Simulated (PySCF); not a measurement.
**Mn+: ionisation energy**

Mn+ [Ar] 3d5 4s1 (7S) → Mn(2+) [Ar] 3d5 (6S), as a difference of total energies. All numbers are calculated (PySCF 2.14, the spin-free X2C one-electron Hamiltonian (Gaussian nucleus), in Sapporo-DKH3-DZP-2012). Correlated levels: valence: [Ar] frozen. The calculations carry no spin-orbit coupling.

```
           method  ionisation energy (eV)
              UHF                  14.848
             TPSS                  15.976
             BP86                  16.340
    MP2 (valence)                  15.258
SCS-MP2 (valence)                  14.985
```

Errors of the correlated levels include the incompleteness of this basis and the frozen core.

Task: Which method comes closest to the reference value, and which is furthest?

Result: The reference is 15.640 eV (measured; NIST Atomic Spectra Database, ionization energies). Closest: TPSS (error 0.336 eV); furthest: UHF (error -0.792 eV).
